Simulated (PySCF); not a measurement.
C₃H₄ClNSi, SMILES Cl[Si@@H]1C=CN=C1.

The structure is a stationary point at r2SCAN-D4/def2-SVP. The structure was generated by enumeration; whether it is a known compound was not checked.

Level of theory: PySCF with TDA-PBE/def2-SVPD.

Vertical excitations. Gas-phase values at a fixed geometry.

Problem. List the lowest excited states. (The exact figures need the calculation; the answer reports its results.)

Solution. 
```json
[
 {"state": "S1", "energy (eV)": "2.81", "λ (nm)": "441", "f": "0.000", "main pairs": "HOMO→LUMO 99 %"},
 {"state": "S2", "energy (eV)": "4.10", "λ (nm)": "303", "f": "0.034", "main pairs": "HOMO−1→LUMO 78 %, HOMO−2→LUMO 13 %"},
 {"state": "S3", "energy (eV)": "4.38", "λ (nm)": "283", "f": "0.012", "main pairs": "HOMO−2→LUMO 85 %"},
 {"state": "S4", "energy (eV)": "4.80", "λ (nm)": "258", "f": "0.010", "main pairs": "HOMO−3→LUMO 95 %"},
 {"state": "S5", "energy (eV)": "5.56", "λ (nm)": "223", "f": "0.003", "main pairs": "HOMO−4→LUMO 97 %"},
 {"state": "S6", "energy (eV)": "5.70", "λ (nm)": "217", "f": "0.001", "main pairs": "HOMO→LUMO+2 50 %, HOMO→LUMO+1 48 %"},
 {"state": "S7", "energy (eV)": "5.81", "λ (nm)": "214", "f": "0.015", "main pairs": "HOMO→LUMO+2 47 %, HOMO→LUMO+1 47 %"},
 {"state": "S8", "energy (eV)": "6.09", "λ (nm)": "203", "f": "0.012", "main pairs": "HOMO−5→LUMO 56 %, HOMO−1→LUMO+1 18 %, HOMO→LUMO+3 15 %"},
 {"state": "S9", "energy (eV)": "6.29", "λ (nm)": "197", "f": "0.011", "main pairs": "HOMO→LUMO+3 61 %, HOMO−1→LUMO+1 26 %"},
 {"state": "S10", "energy (eV)": "6.33", "λ (nm)": "196", "f": "0.002", "main pairs": "HOMO→LUMO+4 99 %"},
 {"state": "T1", "energy (eV)": "2.31", "λ (nm)": "536", "f": "0", "main pairs": "HOMO→LUMO 98 %"},
 {"state": "T2", "energy (eV)": "2.62", "λ (nm)": "474", "f": "0", "main pairs": "HOMO−1→LUMO 97 %"},
 {"state": "T3", "energy (eV)": "4.09", "λ (nm)": "303", "f": "0", "main pairs": "HOMO−2→LUMO 99 %"},
 {"state": "T4", "energy (eV)": "4.59", "λ (nm)": "270", "f": "0", "main pairs": "HOMO−3→LUMO 99 %"}
]
```
Triplets are in the Tamm–Dancoff approximation.
